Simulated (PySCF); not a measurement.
Fractional electron number in Pt- (platinum, charge -1)

The 6s beta orbital of [Xe] 4f14 5d9 6s2 is emptied in steps (occupation f), with all orbitals relaxed, ending at [Xe] 4f14 5d9 6s1. Computed with PySCF 2.14 in aug-cc-pVTZ-PP with ECP60MDF (6s6p5d3f2g, 88 functions), with scalar relativity through the core potential. The exact energy is a straight line in f; departures are measured from the line between the end points of the same method.

```json
{"f": "1", "HSE06 (eV)": "0.000"}
{"f": "0.9", "HSE06 (eV)": "-0.202"}
{"f": "0.7", "HSE06 (eV)": "-0.478"}
{"f": "0.5", "HSE06 (eV)": "-0.577"}
{"f": "0.3", "HSE06 (eV)": "-0.490"}
{"f": "0.1", "HSE06 (eV)": "-0.212"}
{"f": "0", "HSE06 (eV)": "0.000"}
```

```tsv
method	E(f=0) − E(f=1) (eV)	−ε at f=1 (eV)	−ε at f=0.5 (eV)
HSE06	1.864	-0.362	1.830
```

Orbital energy along the path (eV):

```csv
f,HSE06
1,0.362
0.9,-0.052
0.7,-0.920
0.5,-1.830
0.3,-2.770
0.1,-3.738
0,-4.228
```

At f = 1 the orbital energy is positive for HSE06: only the finite basis holds the electron.

Reference removal energy between the ground levels: 2.125 eV (measured; photodetachment measurements, as compiled on the Wikipedia data page of electron affinities). The calculation has no spin-orbit coupling.
